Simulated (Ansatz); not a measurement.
Cost and result for the atomization energy of CH$_{6}$AlClSi, SMILES `C[SiH]([AlH2])Cl` (10 atoms, 9 bonds).

```json
{"atom": "C1", "x (Å)": "0.804", "y (Å)": "1.379", "z (Å)": "-0.299"}
{"atom": "Si2", "x (Å)": "0.454", "y (Å)": "-0.460", "z (Å)": "-0.356"}
{"atom": "Al3", "x (Å)": "-1.496", "y (Å)": "-1.184", "z (Å)": "0.968"}
{"atom": "Cl4", "x (Å)": "0.156", "y (Å)": "-0.991", "z (Å)": "-2.347"}
{"atom": "H5", "x (Å)": "-0.049", "y (Å)": "1.956", "z (Å)": "-0.662"}
{"atom": "H6", "x (Å)": "1.018", "y (Å)": "1.688", "z (Å)": "0.728"}
{"atom": "H7", "x (Å)": "1.670", "y (Å)": "1.619", "z (Å)": "-0.920"}
{"atom": "H8", "x (Å)": "1.690", "y (Å)": "-1.183", "z (Å)": "0.068"}
{"atom": "H9", "x (Å)": "-2.743", "y (Å)": "-1.885", "z (Å)": "0.282"}
{"atom": "H10", "x (Å)": "-1.505", "y (Å)": "-0.936", "z (Å)": "2.540"}
```

Total charge 0; spin multiplicity 1. Geometry: relaxed with PBE0-D4/def2-TZVP. Program: Ansatz. All runs use 2 threads of an Arm Neoverse V1 on a shared host. Times are those of one run each, without the atoms' runs, and a repeat can differ threefold. Electronic energies, without spin–orbit coupling; frozen cores. CCSD(T)/CBS adds CCSD(T) − MP2 in def2-TZVPP to the MP2 limit, and its time is that of the two runs behind it. T1 = 0.010. HSE06 is the plane-wave form, built on full-range PBE exchange.

CCSD(T)/CBS is a level of theory with its own doubt, some kJ/mol a heavy atom from the limit and from the frozen cores, so smaller differences don't rank the functionals.

```json
{"level": "BLYP-D4/def2-TZVPP", "functions": "241", "wall time": "3.5 s", "atomization (kJ/mol)": "3067.6", "difference from CCSD(T)/CBS": "-54.2", "per bond": "-6.0"}
{"level": "revPBE-D4/def2-TZVPP", "functions": "241", "wall time": "3.5 s", "atomization (kJ/mol)": "3061.3", "difference from CCSD(T)/CBS": "-60.5", "per bond": "-6.7"}
{"level": "CCSD(T)/def2-SVP", "functions": "98", "wall time": "3.9 s", "atomization (kJ/mol)": "2925.8", "difference from CCSD(T)/CBS": "-196.0", "per bond": "-21.8"}
{"level": "PBE0-D4/def2-TZVPP", "functions": "241", "wall time": "5.5 s", "atomization (kJ/mol)": "3100.5", "difference from CCSD(T)/CBS": "-21.3", "per bond": "-2.4"}
{"level": "BHLYP-D4/def2-TZVPP", "functions": "241", "wall time": "5.5 s", "atomization (kJ/mol)": "3067.1", "difference from CCSD(T)/CBS": "-54.7", "per bond": "-6.1"}
{"level": "HSE06-D4/def2-TZVPP", "functions": "241", "wall time": "6 s", "atomization (kJ/mol)": "3101.9", "difference from CCSD(T)/CBS": "-19.9", "per bond": "-2.2"}
{"level": "B2PLYP/def2-TZVPP", "functions": "241", "wall time": "8.5 s", "atomization (kJ/mol)": "3066.7", "difference from CCSD(T)/CBS": "-55.1", "per bond": "-6.1"}
{"level": "r2SCANh-D4/def2-TZVPP", "functions": "241", "wall time": "9.5 s", "atomization (kJ/mol)": "3115.7", "difference from CCSD(T)/CBS": "-6.1", "per bond": "-0.7"}
{"level": "ωB97X-V/def2-TZVPP", "functions": "241", "wall time": "15 s", "atomization (kJ/mol)": "3137.5", "difference from CCSD(T)/CBS": "15.7", "per bond": "1.7"}
{"level": "B97M-V/def2-TZVPP", "functions": "241", "wall time": "15 s", "atomization (kJ/mol)": "3159.5", "difference from CCSD(T)/CBS": "37.7", "per bond": "4.2"}
{"level": "MP2/def2-QZVPP", "functions": "447", "wall time": "32 s", "atomization (kJ/mol)": "3098.2", "difference from CCSD(T)/CBS": "-23.6", "per bond": "-2.6"}
{"level": "CCSD(T)/def2-TZVPP", "functions": "241", "wall time": "7.4 min", "atomization (kJ/mol)": "3041.3", "difference from CCSD(T)/CBS": "-80.5", "per bond": "-8.9"}
{"level": "CCSD(T)/CBS(def2)", "functions": "–", "wall time": "7.9 min", "atomization (kJ/mol)": "3121.8", "difference from CCSD(T)/CBS": "0.0", "per bond": "0.0"}
```

At CCSD(T), def2-SVP lies −195.9 kJ/mol from the extrapolated value and def2-TZVPP −80.5 kJ/mol: correlation converges slowly with the basis, and small sets miss more of it in the bonded molecule than in its fragments. Leaving LDA and LC-ωPBE aside and taking each functional with its dispersion term where it has one, the values spread over 98.1 kJ/mol, from revPBE-D4 to B97M-V. LDA lies +363.3 kJ/mol from PBE without D4, its usual overbinding. From PBE to PBE0 (25 % exact exchange), in def2-TZVPP and without D4, the atomization energy moves by −7.7 kJ/mol: exact exchange takes away binding that semilocal exchange gives to molecules.
